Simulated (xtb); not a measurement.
Al(AsH2)(Me)2 (C2H8AlAs), SMILES [CH3][Al]([CH3])[AsH2]. All values are semi-empirical tight-binding results from xtb (GFN2-xTB unless named), good for trends rather than for accurate numbers. Geometry: GFN2-xTB. The structure was generated by enumeration; whether it is a known compound was not checked.

Optimised geometry:

Bonds (Å): Al1–As2 2.427, Al1–C5 1.999, Al1–C9 1.997, As2–H3 1.517, As2–H4 1.517, C5–H6 1.097, C5–H7 1.097, C5–H8 1.097, C9–H10 1.096, C9–H11 1.098, C9–H12 1.097. Bond angles (°): As2–Al1–C5 119.2, As2–Al1–C9 122.7, C5–Al1–C9 118.1, Al1–As2–H3 83.1, Al1–As2–H4 83.2, H3–As2–H4 88.3, Al1–C5–H6 112.1, Al1–C5–H7 111.8, Al1–C5–H8 113.8, H6–C5–H7 105.6, H6–C5–H8 106.4, H7–C5–H8 106.7, Al1–C9–H10 112.3, Al1–C9–H11 112.7, Al1–C9–H12 112.7, H10–C9–H11 106.7, H10–C9–H12 106.0, H11–C9–H12 105.9.

For metal compounds this method's bond lengths and energies can be far off.

The orbital gap is 3.70 eV, the zero-point energy is 50.8 kcal/mol and the G − E(el) at 298.15 K (modified RRHO) comes out as 28.6 kcal/mol.

**Question.** Give the atomic charges and the Wiberg bond orders between heavy atoms. (The exact figures need the calculation; the answer reports its results.)

**Answer.** charges (e) Al1 0.24, As2 0.03, H3 -0.03, H4 -0.03, C5 -0.22, H6 0.04, H7 0.04, H8 0.04, C9 -0.22, H10 0.04, H11 0.04, H12 0.04. Bond orders Al1–As2 1.04, Al1–C5 1.00, Al1–C9 0.99.
